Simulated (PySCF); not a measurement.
C₂H₈O₂Si₂. Atoms are numbered in the order given.

```xyz
14

O      2.3789     0.3368     0.3931
Si     1.0347     0.2239    -0.5977
C      0.0480    -1.3866    -0.4400
Si    -1.4554    -0.8546     0.5839
C     -1.4637     1.0152     0.1095
O     -0.1124     1.3958    -0.1714
H      2.1902     0.3568     1.3477
H      1.5832     0.4841    -1.9630
H      0.6404    -2.2073     0.0102
H     -0.2782    -1.7167    -1.4499
H     -2.7427    -1.5637     0.2573
H     -1.1678    -1.0130     2.0552
H     -1.8588     1.6592     0.9249
H     -2.1130     1.1979    -0.7792
```

Geometry: PBE-D3(BJ)/def2-SVP. The structure was generated by enumeration; whether it is a known compound was not checked. The values are those of a single conformer.

The numbers are results of PySCF with PBE0/pcSseg-1, not measurements.

GIAO shieldings, no solvent; atoms listed in one row are averaged. δ = σ(ref) − σ: ¹⁷O against H2O (σ = 334.2 ppm); ²⁹Si against TMS (σ = 352.7 ppm); ¹³C against TMS (σ = 186.3 ppm); ¹H against TMS (σ = 31.56 ppm), references at their B3LYP-D3(BJ)/def2-TZVP geometries, non-relativistic.

```csv
nucleus,atoms,count,δ (ppm)
¹⁷O,O1,1,71.4
¹⁷O,O6,1,64.5
²⁹Si,Si2,1,8.6
²⁹Si,Si4,1,-33.1
¹³C,C5,1,58.1
¹³C,C3,1,-4.1
¹H,H8,1,5.35
¹H,H11,1,4.76
¹H,H12,1,4.54
¹H,H13,1,4.52
¹H,H14,1,4.07
¹H,H7,1,2.07
¹H,H9,1,0.56
¹H,H10,1,0.41
```
